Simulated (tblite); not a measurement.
Compound: C₅H₃BrF₃OP.
Numbering: `[CH3:1][c:2]1[o:3][c:4]([C:5]([F:6])([F:7])[F:8])[p:9][c:10]1[Br:11]` (hydrogens: H12, H13, H14 on C1)

Computed with GFN2-xTB (tblite), gas phase: L-BFGS steps from a force-field or distance-geometry start until the largest atomic force falls under 0.01 eV/Å.

Step 50: E = -1009.4120 eV
```
atom  x, y, z in Å  |  force x, y, z in eV/Å
C1     -2.1615   -0.9386    0.1664    0.005   0.009  -0.011
C2     -0.9832   -0.0566   -0.0455   -0.018  -0.001   0.046
O3      0.2288   -0.5657    0.1819    0.011   0.106   0.007
C4      1.1963    0.3506   -0.0302    0.029   0.001  -0.011
C5      2.6081   -0.0803    0.1650   -0.020  -0.028  -0.039
F6      3.4372    0.8044   -0.4088   -0.010   0.005   0.057
F7      2.9732   -0.1700    1.4566   -0.038   0.037  -0.022
F8      2.8689   -1.2758   -0.3782    0.009  -0.038  -0.022
P9      0.6909    1.9126   -0.5296    0.013  -0.030   0.003
C10    -0.9562    1.2573   -0.4339   -0.047  -0.065  -0.005
Br11   -2.5277    2.2279   -0.8343    0.033  -0.025   0.023
H12    -2.7165   -0.6210    1.0508    0.029  -0.013  -0.040
H13    -1.8244   -1.9634    0.3063   -0.025   0.056  -0.016
H14    -2.8345   -0.8819   -0.6886    0.030  -0.014   0.031
```

Step 51: E = -1009.4130 eV
```
atom  x, y, z in Å  |  force x, y, z in eV/Å
C1     -2.1603   -0.9374    0.1689    0.000   0.000  -0.001
C2     -0.9830   -0.0562   -0.0460   -0.014  -0.001   0.026
O3      0.2290   -0.5644    0.1812    0.009   0.089   0.018
C4      1.1962    0.3517   -0.0317    0.025  -0.006  -0.015
C5      2.6068   -0.0816    0.1647   -0.010  -0.011  -0.034
F6      3.4372    0.8115   -0.3937    0.001  -0.001   0.036
F7      2.9665   -0.1840    1.4567   -0.041   0.018  -0.017
F8      2.8711   -1.2712   -0.3912    0.007  -0.010  -0.010
P9      0.6901    1.9127   -0.5334    0.022  -0.032  -0.001
C10    -0.9566    1.2561   -0.4385   -0.035  -0.046   0.001
Br11   -2.5269    2.2263   -0.8404    0.019  -0.019   0.020
H12    -2.7125   -0.6179    1.0535    0.009  -0.005  -0.024
H13    -1.8230   -1.9610    0.3121   -0.014   0.029  -0.016
H14    -2.8352   -0.8850   -0.6843    0.023  -0.005   0.017
```

Step 52: E = -1009.4140 eV
```
atom  x, y, z in Å  |  force x, y, z in eV/Å
C1     -2.1585   -0.9345    0.1763   -0.003  -0.012   0.014
C2     -0.9832   -0.0555   -0.0469    0.005   0.004  -0.005
O3      0.2290   -0.5609    0.1820    0.004   0.022   0.039
C4      1.1960    0.3528   -0.0348    0.020  -0.013  -0.021
C5      2.6041   -0.0840    0.1636    0.049   0.006  -0.012
F6      3.4367    0.8333   -0.3537   -0.013  -0.069   0.027
F7      2.9486   -0.2240    1.4575   -0.049  -0.013  -0.079
F8      2.8787   -1.2566   -0.4287    0.006   0.097   0.048
P9      0.6898    1.9107   -0.5442    0.018  -0.017  -0.019
C10    -0.9572    1.2525   -0.4503    0.003   0.005   0.009
Br11   -2.5244    2.2212   -0.8585   -0.012  -0.004   0.013
H12    -2.7035   -0.6090    1.0616   -0.036   0.010   0.001
H13    -1.8205   -1.9550    0.3276    0.006  -0.028  -0.014
H14    -2.8364   -0.8918   -0.6737    0.002   0.012  -0.002
```

Step 53: E = -1009.4143 eV
```
atom  x, y, z in Å  |  force x, y, z in eV/Å
C1     -2.1586   -0.9346    0.1758    0.000  -0.010   0.014
C2     -0.9832   -0.0555   -0.0463    0.008   0.003  -0.002
O3      0.2290   -0.5604    0.1830    0.004   0.006   0.037
C4      1.1962    0.3526   -0.0351    0.011  -0.010  -0.020
C5      2.6041   -0.0839    0.1632    0.026   0.007  -0.006
F6      3.4363    0.8312   -0.3557    0.012  -0.035   0.006
F7      2.9488   -0.2210    1.4565   -0.041  -0.017  -0.037
F8      2.8785   -1.2571   -0.4259    0.009   0.061   0.026
P9      0.6901    1.9104   -0.5437    0.010  -0.008  -0.023
C10    -0.9572    1.2523   -0.4495    0.009   0.014   0.007
Br11   -2.5245    2.2210   -0.8568   -0.014  -0.002   0.011
H12    -2.7039   -0.6095    1.0610   -0.037   0.008   0.001
H13    -1.8208   -1.9552    0.3262    0.006  -0.030  -0.012
H14    -2.8356   -0.8910   -0.6748   -0.002   0.011  -0.003
```

Task: Estimate the geometry and energy of step 54. (The exact step hangs on the optimiser's Hessian estimate; all steps are aligned on step 53, rigid shifts and turns removed.)

Result: E = -1009.4149 eV, largest force 0.040 eV/Å
```
atom  x, y, z in Å  |  force x, y, z in eV/Å
C1     -2.1585   -0.9340    0.1784    0.004  -0.006   0.010
C2     -0.9833   -0.0550   -0.0457    0.009   0.003   0.006
O3      0.2288   -0.5589    0.1862    0.002  -0.019   0.025
C4      1.1962    0.3521   -0.0370    0.004  -0.003  -0.015
C5      2.6036   -0.0841    0.1622    0.005   0.010   0.007
F6      3.4360    0.8361   -0.3442    0.036  -0.004  -0.016
F7      2.9421   -0.2324    1.4549   -0.028  -0.022   0.005
F8      2.8824   -1.2508   -0.4357    0.014   0.025   0.005
P9      0.6911    1.9089   -0.5480   -0.005   0.004  -0.034
C10    -0.9569    1.2515   -0.4523    0.014   0.022   0.007
Br11   -2.5241    2.2191   -0.8613   -0.016   0.002   0.009
H12    -2.7030   -0.6067    1.0634   -0.039   0.001  -0.004
H13    -1.8200   -1.9544    0.3296    0.003  -0.026  -0.007
H14    -2.8351   -0.8919   -0.6726   -0.004   0.012   0.004
```

The energy changes by -0.0006 eV. The first-order estimate −F·Δx gives -0.0007 eV and the mean of the old and new forces, exact on a quadratic surface, -0.0006 eV. The step makes an angle of 76° with the force vector and moves no atom by more than 0.013 Å.

What follows is the cost of the whole relaxation. Hardware: Arm Neoverse N1, one thread, shared host with 64 logical CPUs at a one-minute load of 58. Cost: 1.1 s.
